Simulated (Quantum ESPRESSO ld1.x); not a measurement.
These are the eigenvalues of the occupied orbitals of an atom or ion with whole-number occupations (eV). All-electron calculation, scalar-relativistic Kohn-Sham, LDA (Slater exchange, VWN5 correlation), spin-polarised, spherical densities, point nucleus. Program: ld1.x of Quantum ESPRESSO 7.5.

| orbital | eigenvalue |
|---|---|
| 1s up | -76062.0 |
| 1s down | -76024.9 |
| 2s up | -17979.6 |
| 2s down | -17926.7 |
| 2p up | -16577.3 |
| 2p down | -16515.5 |

Which element is it, and in what charge state? The configuration may be excited. Open shells, if any, are filled with parallel spins first.

Answer. Z = 74, tungsten, charge +66: W66+ in [He] 2s2 2p4. The list shows which subshells hold electrons but not how many an open one holds; the 1s level, -2795.2 hartree, gives Z - s = 74.8 by -(Z - s)^2/2, which with screening and relativity narrows Z to a few neighbours, and the depths of the outer levels then fix element, charge and occupations together.
